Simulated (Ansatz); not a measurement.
Input file for C7H11ClO2Ti, SMILES `CC[C@@]12[C@H]3[C@H]4[C@H]5[C@@H]1[Ti]4532([OH])([OH])[Cl]`:

```yaml
crystal:
  periodic: [false, false, false]
  atoms:
    - {symbol: C, position_ang: [0.130792, -2.712611, 0.436374]}
    - {symbol: C, position_ang: [-0.279049, -1.511925, 1.269698]}
    - {symbol: C, position_ang: [-0.706889, -0.326765, 0.469768]}
    - {symbol: C, position_ang: [-1.030616, -0.287225, -0.901152]}
    - {symbol: C, position_ang: [-1.384572, 1.038168, -1.248998]}
    - {symbol: C, position_ang: [-1.269470, 1.829903, -0.094277]}
    - {symbol: C, position_ang: [-0.829448, 0.996790, 0.957816]}
    - {symbol: Ti, position_ang: [0.887371, 1.075162, -0.645973]}
    - {symbol: O, position_ang: [2.021421, 0.177027, 0.467695]}
    - {symbol: O, position_ang: [1.422167, 2.783757, -0.566864]}
    - {symbol: Cl, position_ang: [1.508924, 0.428105, -2.716028]}
    - {symbol: H, position_ang: [0.964478, -2.460522, -0.222439]}
    - {symbol: H, position_ang: [-0.694743, -3.078013, -0.179526]}
    - {symbol: H, position_ang: [0.448042, -3.534499, 1.080598]}
    - {symbol: H, position_ang: [-1.104455, -1.785768, 1.937596]}
    - {symbol: H, position_ang: [0.552904, -1.207816, 1.910704]}
    - {symbol: H, position_ang: [-0.973096, -1.116262, -1.589145]}
    - {symbol: H, position_ang: [-1.639746, 1.382289, -2.240044]}
    - {symbol: H, position_ang: [-1.445773, 2.893112, -0.030965]}
    - {symbol: H, position_ang: [-0.594053, 1.314586, 1.963653]}
    - {symbol: H, position_ang: [2.945806, 0.437804, 0.397085]}
    - {symbol: H, position_ang: [1.070004, 3.664681, -0.455577]}
basis:
  gaussian: {orbitals: def2-SVP}
correlation: {method: ccsd_t}
```

```sh
$ ansatz run in.yaml --threads 4 --pin off --events-out ev --progress --plain --max-ram 66560MiB --backend cuda --devices 0, --max-vram 37GiB
```

The program prints (abridged):

```
Functional definition: HF
2354 factors; integrals over basis functions are off by at most 1.3e-3 eV
mean field evaluation 1: about -47028.0115 eV, gradient 7.0e1 eV
mean field evaluation 2: about -47028.3118 eV, gradient 7.0e1 eV
mean field evaluation 4: about -47039.9280 eV, gradient 1.2e1 eV
mean field evaluation 8: about -47040.3704 eV, gradient 9.1e-1 eV
mean field evaluation 16: about -47040.3745 eV, gradient 2.7e-6 eV
mean field -47040.37446108 eV, -1728.7018763337 hartree, gradient 2.7e-6 eV, S^2 0.000000; 0 other end points of the search recorded, 0 dependent functions left out
19 core orbitals not correlated: weight in the atoms' cores, before any rotation towards them, 1.000 or more for the frozen orbitals, at most 0.000 for the correlated occupied ones
reference -47040.37446108 eV, -1728.7018763337 hartree; 35, 35 occupied and 176, 176 virtual orbitals, 2354 factors
second order -49.26986883 eV of doubles, -0.00000000 eV of singles
cycle   1  -48.40709190 eV  change    8.6e-1 eV  update   2.8e-1
cycle   2  -49.91159428 eV  change    -1.5e0 eV  update   2.0e-1
cycle   3  -50.48298790 eV  change   -5.7e-1 eV  update   5.4e-2
cycle   4  -50.54262865 eV  change   -6.0e-2 eV  update   2.0e-2
cycle   5  -50.52172889 eV  change    2.1e-2 eV  update   7.3e-3
cycle   6  -50.51902274 eV  change    2.7e-3 eV  update   4.3e-3
cycle   7  -50.51895928 eV  change    6.3e-5 eV  update   1.4e-3
cycle   8  -50.51810661 eV  change    8.5e-4 eV  update   7.8e-4
cycle   9  -50.51806072 eV  change    4.6e-5 eV  update   2.8e-4
cycle  10  -50.51857414 eV  change   -5.1e-4 eV  update   1.7e-4
cycle  11  -50.51839424 eV  change    1.8e-4 eV  update   8.0e-5
cycle  12  -50.51823849 eV  change    1.6e-4 eV  update   4.9e-5
cycle  13  -50.51831460 eV  change   -7.6e-5 eV  update   1.7e-5
perturbative correction -2.29439881 eV, -0.0843176012 hartree
Total energy: -47093.18717450 eV, -1730.6427077539 hartree
```

Hardware: 4 threads of an AMD EPYC 7R13 on a shared host and a share of an NVIDIA H100 80 GB. Wall time 12 s, peak host memory 0.82 GiB.

MP2 recovers 93.3 % of the CCSD(T) correlation energy and the triples give 4.3 %; T1 = 0.0176.
